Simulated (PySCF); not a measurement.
Species: C₅H₇ClN₂Si.
Atom-mapped SMILES: `[Cl:1][CH2:2][SiH2:3][c:4]1[n:5][cH:6][cH:7][cH:8][n:9]1`

NICS is the negative of the GIAO shielding at a point without a nucleus: at the ring centre (0) and 1 Å above and below it (1); zz is the component along the ring normal. Level: GIAO PBE0/pcSseg-1 (PySCF, non-relativistic, gas phase) on the GFN2-xTB geometry, one conformer.

Ring bond lengths (Å), with Mayer bond orders in brackets: C4–N5 1.329 (1.41), N5–C6 1.322 (1.48), C6–C7 1.388 (1.39), C7–C8 1.388 (1.38), C8–N9 1.321 (1.49), N9–C4 1.328 (1.38).

Question: Give the NICS values of each ring in ppm.

Answer: 
```csv
ring,type,NICS(0),"NICS(1), two faces","NICS(1)zz, two faces",rms pucker (Å),"centre to ring atoms, mean (Å)"
C4–N5–C6–C7–C8–N9,6-membered ring with 2 N; formal bonds all aromatic,-5.4,-10.8 / -10.8,-27.0 / -27.0,0.00,1.35
```

Question: What can be read from them?

Answer: 
- C4–N5–C6–C7–C8–N9: mean NICS(1)zz -27.0 ppm, shielded. The ring is flat and has no four-coordinate atom; by the NICS criterion it is aromatic. NICS(0) lies 5 ppm above the mean NICS(1).

Question: How equal are the bonds by HOMA? HOMA takes Krygowski's 1993 parameters.

Answer: 
- C4–N5–C6–C7–C8–N9: HOMA 0.99; the largest term is that of C8–N9, α(R − Ropt)² = 0.02. The geometric and the magnetic index point the same way.

Question: What is the mean of the two in-plane components of NICS at the second NICS(1) probe listed for ring C4–N5–C6–C7–C8–N9, 1 Å off the ring?

Answer: The isotropic value is a third of the trace: (3 × -10.8 − (-27.0))/2 = -2.7 ppm.

Question: List the ring angles and the Hirshfeld charges of the ring atoms.

Answer: 
- C4–N5–C6–C7–C8–N9: C4 124.6° (+0.030 e), N5 117.7° (-0.155 e), C6 122.1° (+0.036 e), C7 115.8° (-0.050 e), C8 122.1° (+0.038 e), N9 117.7° (-0.159 e); sum 720.0° against 720° for a flat convex ring.

Question: What are the shieldings of the ring atoms and their hydrogens in the same run (means over atoms taken as equivalent)?

Answer: 
```json
{"atoms": "C4", "environment": "substituted aromatic carbon", "σ isotropic (ppm)": "4.6", "principal values of the symmetric part, first atom (ppm)": "-71.8, -41.2, 126.8"}
{"atoms": "N5 (×2)", "environment": "pyridine-type nitrogen", "σ isotropic (ppm)": "-85.4", "principal values of the symmetric part, first atom (ppm)": "-352.1, -188.6, 291.2"}
{"atoms": "C6 (×2)", "environment": "aromatic CH next to a ring nitrogen", "σ isotropic (ppm)": "25.5", "principal values of the symmetric part, first atom (ppm)": "-92.9, 17.3, 152.1"}
{"atoms": "C7", "environment": "aromatic CH carbon", "σ isotropic (ppm)": "60.9", "principal values of the symmetric part, first atom (ppm)": "-56.3, 62.2, 176.8"}
{"atoms": "H on C6 (×2)", "environment": "aromatic hydrogen", "σ isotropic (ppm)": "22.71", "principal values of the symmetric part, first atom (ppm)": "18.7, 22.4, 27.2"}
{"atoms": "H on C7", "environment": "aromatic hydrogen", "σ isotropic (ppm)": "24.46", "principal values of the symmetric part, first atom (ppm)": "22.6, 23.5, 27.4"}
```

Conformer computed: `[Cl:1][CH2:2][SiH2:3][c:4]1[n:5][cH:6][cH:7][cH:8][n:9]1`: Cl1–C2–Si3–C4 180°, C2–Si3–C4–N5 0°.
